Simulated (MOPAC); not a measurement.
A run for MOPAC: PM7 on GeHI (SMILES [GeH][I]), a point of a bond scan (R = 1.762 Å).

```
PM7 1SCF PRECISE CHARGE=0 THREADS=1
GeHI

Ge    -0.91057453 1    -0.75513755 1     1.05678619 1
H     -2.03278514 1    -1.28897622 1    -0.19170233 1
I      0.58621040 1     0.47933673 1    -0.63658405 1
```

It printed:

```
*******************************************************************************
 **                                                                           **
 **                              MOPAC v23.2.5                                **
 **                                                                           **
 *******************************************************************************
 ** MOPAC's Digital Object Identifier: https://doi.org/10.5281/zenodo.6511958 **
 **                                                                           **
 ** Please cite the open-source release paper for use of this MOPAC version:  **
 ** J. E. Moussa and J. J. P. Stewart (2026)                                  **
 ** MOPAC: An open-source semiempirical molecular orbital program             **
 ** J. Open Source Softw., 11(119), 8025, https://doi.org/10.21105/joss.08025 **
 *******************************************************************************

                              PM7 CALCULATION RESULTS

 *******************************************************************************
 *  PM7        - The PM7 Hamiltonian to be used
 *
 *
 *
 *                 CHARGE ON SYSTEM = 0
 *
 *
 *
 *  PRECISE    - TIGHTER CRITERIA TO BE USED
 *  1SCF       - DO 1 SCF AND THEN STOP
 *  THREADS=1  - MULTI-THREADING NOT USED
 *  T=         - A TIME OF 172800.0 SECONDS REQUESTED
 *  DUMP=N     - RESTART FILE WRITTEN EVERY 7200.0 SECONDS REQUESTED
 *******************************************************************************
PM7 1SCF PRECISE CHARGE=0 THREADS=1
 GeHI

   ATOM   CHEMICAL          X               Y               Z
  NUMBER   SYMBOL      (ANGSTROMS)     (ANGSTROMS)     (ANGSTROMS)

     1      Ge         -0.91057453  *  -0.75513755  *   1.05678619  *
     2       H         -2.03278514  *  -1.28897622  *  -0.19170233  *
     3       I          0.58621040  *   0.47933673  *  -0.63658405  *



          CARTESIAN COORDINATES

    NO.       ATOM           X           Y           Z

     1        Ge         -0.9106     -0.7551      1.0568
     2         H         -2.0328     -1.2890     -0.1917
     3         I          0.5862      0.4793     -0.6366

 General Reference for PM7:
 "Optimization of Parameters for Semiempirical Methods VI: More Modifications to the
 NDDO Approximations and Re-optimization of Parameters", J. J. P. Stewart, J. Mol. Mod., 1:32, 19 (2013)
 https://link.springer.com/article/10.1007/s00894-012-1667-x

           Empirical Formula: H Ge I  =     3 atoms



      MOLECULAR POINT GROUP   :   Cs


      RHF CALCULATION, NO. OF DOUBLY OCCUPIED LEVELS = 6


 -------------------------------------------------------------------------------
 PM7 1SCF PRECISE CHARGE=0 THREADS=1
 GeHI



     1SCF WAS SPECIFIED, SO BFGS WAS NOT USED
     SCF FIELD WAS ACHIEVED


                              PM7 CALCULATION
                                                       MOPAC v23.2.5 Linux




          FINAL HEAT OF FORMATION =         51.41898 KCAL/MOL =     215.13702 KJ/MOL


          COSMO AREA              =        110.87 SQUARE ANGSTROMS
          COSMO VOLUME            =        101.53 CUBIC ANGSTROMS

          IONIZATION POTENTIAL    =          8.510283 EV
          HOMO LUMO ENERGIES (EV) =         -8.510 -1.768
          NO. OF FILLED LEVELS    =          6
          MOLECULAR WEIGHT        =        200.5024         POINT GROUP:  Cs

          MOLECULAR DIMENSIONS (Angstroms)

            Atom       Atom       Distance
            I     3    H     2     3.19124
           Ge     1    I     3     1.41977
            I     3    H     2     0.00000


          SCF CALCULATIONS        =          1





   ATOM   CHEMICAL          X               Y               Z
  NUMBER   SYMBOL      (ANGSTROMS)     (ANGSTROMS)     (ANGSTROMS)

     1      Ge         -0.91057453  *  -0.75513755  *   1.05678619  *
     2       H         -2.03278514  *  -1.28897622  *  -0.19170233  *
     3       I          0.58621040  *   0.47933673  *  -0.63658405  *

                             CARTESIAN COORDINATES

   1   Ge       -0.910574530    -0.755137550     1.056786190
   2    H       -2.032785140    -1.288976220    -0.191702330
   3    I        0.586210400     0.479336730    -0.636584050


           Empirical Formula: H Ge I  =     3 atoms



      MOLECULAR POINT GROUP   :   Cs


                  EIGENVALUES
 -22.82102 -16.91228 -10.22707  -9.37194  -9.25752  -8.51028  -1.76846   0.54757
   1.47953 126.78577 126.85781 126.90045 127.06996 127.08605


              NET ATOMIC CHARGES AND DIPOLE CONTRIBUTIONS

  ATOM NO.   TYPE          CHARGE      No. of ELECS.   s-Pop       p-Pop       d-Pop
    1         Ge           0.456664        3.5433     1.89054     1.65279
    2          H          -0.052660        1.0527     1.05266
    3          I          -0.404004        7.4040     1.84711     5.55297     0.00392
 DIPOLE           X         Y         Z       TOTAL
 POINT-CHG.    -2.621    -2.260     3.602     4.995
 HYBRID        -0.646    -0.280    -0.897     1.140
 SUM           -3.267    -2.540     2.705     4.944


          ATOMIC ORBITAL ELECTRON POPULATIONS

     Atom    s        px        py        pz      x^2-y^2     xz        z^2       yz        xy
    1 Ge   1.89054   0.55071   0.26172   0.84035
    2  H   1.05266
    3  I   1.84711   1.85395   1.84521   1.85382   0.00025   0.00127   0.00058   0.00092   0.00090

 **********************
 *                    *
 * JOB ENDED NORMALLY *
 *                    *
 **********************




 == MOPAC DONE ==
```

The run finished.

Cost: around 0.04 core-seconds (rough).
